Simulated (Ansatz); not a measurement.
The cluster CdCl4. Total charge 0; singlet. Geometry PBE0-D4/def2-SVP, basis def2-TZVP, Ansatz.

```csv
atom,x (Å),y (Å),z (Å)
Cd1,-0.308,-0.074,1.162
Cl2,-2.334,-1.022,0.703
Cl3,0.067,1.040,-1.917
Cl4,1.655,0.859,1.860
Cl5,0.920,-0.802,-1.808
```

```json
{"run": "A", "HOMO (eV)": "-7.64", "LUMO (eV)": "-5.17"}
{"run": "B", "HOMO (eV)": "-7.50", "LUMO (eV)": "-5.39"}
{"run": "C", "HOMO (eV)": "-7.30", "LUMO (eV)": "-5.18"}
{"run": "D", "HOMO (eV)": "-8.68", "LUMO (eV)": "-4.15"}
{"run": "E", "HOMO (eV)": "-11.49", "LUMO (eV)": "-1.71"}
```

In the def2 sets Cd takes a core potential; there is no spin–orbit coupling. LC-ωPBE has ω = 0.4 bohr⁻¹. In the singlet, Cl3 and Cl5 lie 2.03 Å apart (atoms count from 1), so these atoms are partly bonded to each other. Another isomer (singlet) lies 0.07 eV lower at r2SCAN-D4/def2-TZVP; other spin states weren't run for this one.

Problem. The runs used LC-ωPBE, LDA (SPW92), PBE, PBE0, r2SCAN. Estimate which is which.

Solution. A r2SCAN (0 % exact exchange); B LDA (SPW92) (0 % exact exchange); C PBE (0 % exact exchange); D PBE0 (25 % exact exchange); E LC-ωPBE (range-separated). Exact exchange lowers occupied and raises empty levels; among semilocal functionals meta-GGAs tend to open the gap a little, and such runs are hard to tell apart. The gap grows from 2.11 eV (LDA (SPW92)) to 9.78 eV (LC-ωPBE).
